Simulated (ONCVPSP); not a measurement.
# An all-electron radial function and its pseudo partner (Ta (Z = 73))

Columns: radius, all-electron u(r) and pseudo u(r) of the 5p shell (level -39.56 eV) of tantalum in the configuration [Kr] 4d10 4f14 5s2 5p6 5d3 6s2; LDA (Perdew-Wang 92), scalar-relativistic, ONCV scheme, ONCVPSP 4.0.1.

| r (bohr) | all-electron | pseudo |
| --- | --- | --- |
| 0.110 | 0.2327 | 0.0249 |
| 0.220 | 0.0838 | 0.0969 |
| 0.330 | -0.4558 | 0.2077 |
| 0.440 | -0.4665 | 0.3451 |
| 0.550 | -0.1279 | 0.4943 |
| 0.660 | 0.2805 | 0.6399 |
| 0.770 | 0.6193 | 0.7679 |
| 0.880 | 0.8482 | 0.8675 |
| 0.990 | 0.9738 | 0.9321 |
| 1.100 | 1.0181 | 0.9597 |
| 1.210 | 1.0047 | 0.9525 |
| 1.320 | 0.9540 | 0.9161 |
| 1.430 | 0.8814 | 0.8578 |
| 1.540 | 0.7984 | 0.7854 |
| 1.650 | 0.7123 | 0.7061 |
| 1.760 | 0.6281 | 0.6256 |
| 1.870 | 0.5489 | 0.5481 |
| 1.980 | 0.4762 | 0.4760 |
| 2.090 | 0.4107 | 0.4107 |
| 2.200 | 0.3526 | 0.3525 |
| 2.310 | 0.3014 | 0.3014 |
| 2.420 | 0.2569 | 0.2568 |
| 2.530 | 0.2183 | 0.2182 |
| 2.640 | 0.1851 | 0.1850 |
| 2.750 | 0.1566 | 0.1565 |
| 2.860 | 0.1322 | 0.1322 |

Task: How many radial nodes do the two functions have?

Result: The all-electron 5p function has n − l − 1 = 3 (the table is too coarse to show those close to the nucleus); the pseudo-wave has 0, since the states of the same l below it are removed with the core.

Task: At about which radius was the pseudo-wave matched?

Result: 2.20 bohr. The columns agree to 0.0005 from 1.98 bohr on; several derivatives are matched, so the curves merge somewhat inside the radius.

Task: Where does each function peak?

Result: Outermost all-electron maximum near 1.10 bohr, pseudo maximum near 1.10 bohr (to the table’s step).

Task: Is the pseudo-wave norm-conserving?

Result: Yes: the ONCV scheme keeps the norm inside the radius equal to the all-electron one, which fixes the energy derivative of the logarithmic derivative at the level.
